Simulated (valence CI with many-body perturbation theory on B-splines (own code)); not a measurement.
**Er28+: E2, M1 decay**

Calculated by relativistic CI+MBPT: four valence electrons over a frozen Dirac-Fock core [Kr], radial functions for each j: 9 s, 9 p, 10 d, 8 f, 5 g, 3 h, 1 i, with the one-electron correlation potential Σ1, the two-electron term Σ2, the three-electron term Σ3, Breit, model QED; selected CI, second order for the rest (own B-spline code, finite nucleus).

No measured spectrum was set against this ion. As an estimate, large intervals hold to a few tenths of a per cent, small ones and those within an open d or f shell to about a per cent. Only levels of the ground parity were solved; by the run's estimate the other parity begins above the list, which can be wrong where configurations are misplaced.

Lines 1 to 50 of 120 in falling wavelength, among levels below 61.358 eV, chosen from the decays that carry over 1 % of a level's rate. Wavelengths and rates use the calculated energies. Electric multipoles are in the length gauge, E1 and E2 with the static RPA response of the core. S is in atomic units (e²a₀⁴ for E2 and M2, e²a₀⁶ for E3), for M1 in squared Bohr magnetons. Weak lines are less certain than strong ones. Lines between different terms over intervals too small for the method are left out, as are lines whose strength nearly cancels. The highest levels of a list are the least certain.

Levels are named by their leading jj configuration (3d3/2^4 stands for four electrons in 3d with j = 3/2), which in mixed levels can hold well under half, so a name can repeat and another be missing. Letters in brackets count levels of one name in rising energy.

| λ vac (Å) | Upper | Lower | Type | A (s⁻¹) | S (a.u.) |
| --- | --- | --- | --- | --- | --- |
| 25950 | (4d3/2^3 4d5/2) J=4 | (4d3/2^3 4d5/2) J=2 | E2 | 7.35e-08 | 6.95e-03 |
| 13240 | (4d3/2^3 4d5/2) J=3 | (4d3/2^3 4d5/2) J=4 | M1 | 5.14e+00 | 3.09e+00 |
| 10830 | (4d3/2^2 4d5/2^2) J=6 | (4d3/2^2 4d5/2^2) J=5 | M1 | 6.60e+00 | 4.04e+00 |
| 8765 | (4d3/2^3 4d5/2) J=3 | (4d3/2^3 4d5/2) J=2 | M1 | 3.19e+01 | 5.58e+00 |
| 6090 | (4d3/2^2 4d5/2^2) J=2 [b] | (4d3/2^2 4d5/2^2) J=1 | M1 | 4.28e+01 | 1.79e+00 |
| 5607 | (4d3/2^2 4d5/2^2) J=5 | (4d3/2^2 4d5/2^2) J=4 [a] | M1 | 5.51e+01 | 3.96e+00 |
| 3281 | (4d3/2^3 4d5/2) J=2 | (4d3/2^3 4d5/2) J=1 | M1 | 8.02e+02 | 5.25e+00 |
| 3153 | (4d3/2^2 4d5/2^2) J=1 | (4d3/2^2 4d5/2^2) J=0 [a] | M1 | 4.38e+02 | 1.53e+00 |
| 3041 | (4d3/2^2 4d5/2^2) J=4 [b] | (4d3/2^2 4d5/2^2) J=3 [a] | M1 | 3.10e+02 | 2.91e+00 |
| 2950 | (4d3/2^2 4d5/2^2) J=3 [b] | (4d3/2^2 4d5/2^2) J=3 [a] | M1 | 8.27e+01 | 5.51e-01 |
| 2742 | (4d3/2^2 4d5/2^2) J=2 [d] | (4d3/2^2 4d5/2^2) J=2 [c] | M1 | 2.74e+02 | 1.05e+00 |
| 2666 | (4d3/2^2 4d5/2^2) J=4 [c] | (4d3/2^2 4d5/2^2) J=3 [b] | M1 | 1.77e+02 | 1.12e+00 |
| 2628 | (4d3/2^2 4d5/2^2) J=4 [b] | (4d3/2^2 4d5/2^2) J=4 [a] | M1 | 5.88e+01 | 3.56e-01 |
| 2554 | (4d3/2^2 4d5/2^2) J=2 [b] | (4d3/2^2 4d5/2^2) J=2 [a] | M1 | 3.92e+02 | 1.21e+00 |
| 2543 | (4d3/2 4d5/2^3) J=3 [c] | (4d3/2 4d5/2^3) J=2 [a] | M1 | 5.11e+02 | 2.18e+00 |
| 2405 | (4d3/2 4d5/2^3) J=3 [b] | (4d3/2 4d5/2^3) J=3 [a] | M1 | 3.44e+02 | 1.24e+00 |
| 2149 | (4d3/2 4d5/2^3) J=1 [b] | (4d3/2 4d5/2^3) J=0 | M1 | 5.35e+02 | 5.91e-01 |
| 1924 | (4d3/2 4d5/2^3) J=2 [b] | (4d3/2 4d5/2^3) J=2 [a] | M1 | 7.48e+02 | 9.88e-01 |
| 1772 | (4d3/2^2 4d5/2^2) J=4 [a] | (4d3/2^3 4d5/2) J=3 | M1 | 1.07e+03 | 1.98e+00 |
| 1702 | (4d3/2^2 4d5/2^2) J=4 [c] | (4d3/2^2 4d5/2^2) J=5 | M1 | 4.43e+02 | 7.29e-01 |
| 1686 | (4d3/2 4d5/2^3) J=3 [a] | (4d3/2^2 4d5/2^2) J=4 [b] | M1 | 7.69e+02 | 9.57e-01 |
| 1626 | (4d3/2 4d5/2^3) J=2 [a] | (4d3/2^2 4d5/2^2) J=2 [c] | M1 | 1.50e+03 | 1.19e+00 |
| 1623 | (4d3/2^2 4d5/2^2) J=3 [a] | (4d3/2^3 4d5/2) J=3 | M1 | 5.14e+03 | 5.71e+00 |
| 1596 | (4d3/2^2 4d5/2^2) J=0 [b] | (4d3/2 4d5/2^3) J=1 [a] | M1 | 1.14e+03 | 1.72e-01 |
| 1563 | (4d3/2^2 4d5/2^2) J=4 [a] | (4d3/2^3 4d5/2) J=4 | M1 | 7.29e+03 | 9.29e+00 |
| 1555 | (4d3/2 4d5/2^3) J=1 [b] | (4d3/2 4d5/2^3) J=1 [a] | M1 | 4.70e+02 | 1.97e-01 |
| 1554 | (4d3/2 4d5/2^3) J=3 [c] | (4d3/2^2 4d5/2^2) J=2 [d] | M1 | 4.00e+02 | 3.89e-01 |
| 1541 | (4d3/2 4d5/2^3) J=1 [b] | (4d3/2^2 4d5/2^2) J=2 [d] | M1 | 3.63e+03 | 1.48e+00 |
| 1539 | (4d3/2^3 4d5/2) J=1 | (4d3/2^4) J=0 | M1 | 7.86e+03 | 3.19e+00 |
| 1522 | (4d3/2 4d5/2^3) J=3 [b] | (4d3/2^2 4d5/2^2) J=2 [c] | M1 | 2.51e+02 | 2.30e-01 |
| 1455 | (4d3/2^2 4d5/2^2) J=2 [d] | (4d3/2^2 4d5/2^2) J=2 [b] | M1 | 8.06e+02 | 4.61e-01 |
| 1443 | (4d3/2 4d5/2^3) J=1 [a] | (4d3/2^2 4d5/2^2) J=2 [b] | M1 | 1.58e+03 | 5.27e-01 |
| 1434 | (4d3/2^2 4d5/2^2) J=2 [a] | (4d3/2^3 4d5/2) J=2 | M1 | 3.54e+03 | 1.93e+00 |
| 1415 | (4d3/2^2 4d5/2^2) J=2 [d] | (4d3/2^2 4d5/2^2) J=3 [b] | M1 | 5.32e+02 | 2.80e-01 |
| 1401 | (4d3/2^2 4d5/2^2) J=2 [c] | (4d3/2^2 4d5/2^2) J=2 [a] | M1 | 8.86e+02 | 4.51e-01 |
| 1400 | (4d3/2^2 4d5/2^2) J=4 [c] | (4d3/2^2 4d5/2^2) J=3 [a] | M1 | 7.45e+02 | 6.83e-01 |
| 1396 | (4d3/2 4d5/2^3) J=3 [c] | (4d3/2 4d5/2^3) J=4 [a] | M1 | 2.05e+03 | 1.45e+00 |
| 1369 | (4d3/2^2 4d5/2^2) J=3 [a] | (4d3/2^3 4d5/2) J=2 | M1 | 4.18e+03 | 2.78e+00 |
| 1364 | (4d3/2 4d5/2^3) J=5 | (4d3/2^2 4d5/2^2) J=4 [b] | M1 | 4.56e+03 | 4.71e+00 |
| 1309 | (4d3/2 4d5/2^3) J=2 [b] | (4d3/2 4d5/2^3) J=1 [a] | M1 | 9.26e+02 | 3.85e-01 |
| 1306 | (4d3/2^2 4d5/2^2) J=4 [c] | (4d3/2^2 4d5/2^2) J=4 [a] | M1 | 6.74e+03 | 5.01e+00 |
| 1222 | (4d3/2^2 4d5/2^2) J=5 | (4d3/2^3 4d5/2) J=4 | M1 | 4.90e+03 | 3.64e+00 |
| 1212 | (4d3/2 4d5/2^3) J=4 [b] | (4d3/2 4d5/2^3) J=3 [a] | M1 | 2.50e+02 | 1.49e-01 |
| 1186 | (4d3/2 4d5/2^3) J=5 | (4d3/2^2 4d5/2^2) J=6 | M1 | 2.64e+03 | 1.79e+00 |
| 1182 | (4d3/2 4d5/2^3) J=4 [a] | (4d3/2^2 4d5/2^2) J=5 | M1 | 8.38e+02 | 4.62e-01 |
| 1167 | (4d3/2 4d5/2^3) J=1 [a] | (4d3/2^2 4d5/2^2) J=1 | M1 | 6.86e+03 | 1.21e+00 |
| 1131 | (4d3/2 4d5/2^3) J=6 | (4d3/2^2 4d5/2^2) J=6 | M1 | 5.42e+03 | 3.78e+00 |
| 1119 | (4d3/2 4d5/2^3) J=2 [b] | (4d3/2 4d5/2^3) J=3 [a] | M1 | 2.15e+03 | 5.58e-01 |
| 1098 | (4d3/2^2 4d5/2^2) J=6 | (4d3/2^3 4d5/2) J=4 | E2 | 5.19e-01 | 9.61e-03 |
| 1096 | (4d3/2^2 4d5/2^2) J=0 [a] | (4d3/2^3 4d5/2) J=1 | M1 | 3.02e+04 | 1.47e+00 |
